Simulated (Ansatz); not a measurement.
Species: H3BSO, charge 0, singlet. H3BSO (SMILES OBS).
B3LYP-D3(BJ)/def2-TZVP minimum from Ansatz (a program for electronic structure):
```
B
O 1 1.3538
H 2 0.9630 1 115.74
H 1 1.1890 2 117.99 3 -180.00
S 1 1.8151 4 115.64 2 -180.00
H 5 1.3468 1 99.00 4 180.00
```

Atomisation energy term by term, kcal/mol (programs: Ansatz). Open shells are spin-unrestricted; no spin-orbit coupling. Correlated methods leave the cores frozen. Rows without X2C or -DK are non-relativistic. CBS(X,Y): correlation extrapolated as X^-3, Hartree-Fock from the larger set (Q,5: extrapolated as (X+1)exp(-9√X)). A bracket is a step between two methods taken in the basis named. 'core' is core correlation in cc-pwCVTZ (1s frozen past Ne), 'X2C' scalar relativity in cc-pVTZ-DK, both at CCSD(T). For partners of very few electrons the exact lower level stands in for a higher one.

| term | basis | kcal/mol |
|---|---|---|
| Hartree-Fock | CBS(cc-pV(Q+d)Z,cc-pV(5+d)Z) | 382.93 |
| CCSD correlation | CBS(cc-pV(Q+d)Z,cc-pV(5+d)Z) | 128.60 |
| (T) | CBS(cc-pV(Q+d)Z,cc-pV(5+d)Z) | 9.33 |
| CCSDT(Q) - CCSD(T) | cc-pV(D+d)Z | 0.59 |
| core correlation | cc-pwCVTZ | 2.05 |
| scalar relativity | X2C, cc-pVTZ-DK | -0.72 |
| sum: De |  | 522.8 |
